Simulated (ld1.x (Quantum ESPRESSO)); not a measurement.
# What one change does to a pseudopotential (Hf (Z = 72), TM)

```json
{
  "Element": "hafnium",
  "Generator": "ld1.x (Quantum ESPRESSO) 7.5",
  "Type": "norm-conserving Troullier–Martins (Kleinman–Bylander form)",
  "Functional": "PBE",
  "Relativity": "scalar-relativistic",
  "Frozen core": "[Kr] 4d10 4f14",
  "Valence charge": "12",
  "Reference configuration": "5s2 5p6 5d2 6s0 6p0 (charge +2)",
  "Partial waves": "5p (bound): rc 1.20 bohr; 5d (bound): rc 2.60 bohr; 5s (bound): rc 1.05 bohr",
  "Local potential": "the s channel",
  "Core correction": "Bessel-smoothed model core, default radius (core density twice the valence density)"
}
```

Change: type TM semilocal; local potential the d channel.

Cutoffs: the cutoffs (Ry, on a coarse ladder) from which the occupation-weighted sum of valence levels, in a spherical-Bessel basis at the reference potential, stays within 10 and 1 mRy of its value at 400 Ry; they do not see the model core or the augmentation charge, which bear on the density cutoff. Errors are all-electron minus pseudo energies relative to the spin-unpolarised reference configuration.

Q: How do hardness, ghosts and transferability respond?

A: The potential gets neither clearly harder nor softer (100 Ry and 180 Ry → 100 Ry and 180 Ry); the errors of the 7 common tests hardly move; the range in which the d phases agree narrows (upper end at the end of the scan → 1.4); neither file shows a bound ghost. A semilocal file is local in each channel, so a ghost entry of none says nothing of the separable form that plane-wave codes build from it.

```tsv
quantity	base	changed
cutoff, loose	100 Ry	100 Ry
cutoff, tight	180 Ry	180 Ry
loose cutoff by channel (10 mRy a level)	p 50 Ry, d 18 Ry, s 90 Ry	s 90 Ry, p 45 Ry, d 18 Ry
bound ghosts	none	none
error for 5s2 5p6 5d2 6s2 6p0, meV [ΔE -22.16 eV]	+111	+110
error for 5s2 5p6 5d2 6s1 6p0, meV [ΔE -14.18 eV]	+71	+71
error for 5s2 5p6 5d1 6s0 6p0, meV [ΔE 21.79 eV]	-34	-34
error for 5s2 5p6 5d3 6s0 6p0, meV [ΔE -12.17 eV]	-12	-13
error for 5s2 5p6 5d1 6s2 6p0, meV [ΔE -15.66 eV]	+161	+161
error for 5s2 5p6 5d1 6s2 6p1, meV [ΔE -20.19 eV]	+151	+153
error for 5s1 5p6 5d2 6s2 6p0, meV [ΔE 50.93 eV]	-94	-93
s: phases at 2.83 bohr within 0.05 rad from the reference energy up to (Ry; the scan ends near 5)	3.3	3.3
p: phases at 2.83 bohr within 0.05 rad from the reference energy up to (Ry; the scan ends near 5)	to the end of the scan	5.0
d: phases at 2.83 bohr within 0.05 rad from the reference energy up to (Ry; the scan ends near 5)	to the end of the scan	1.4
```
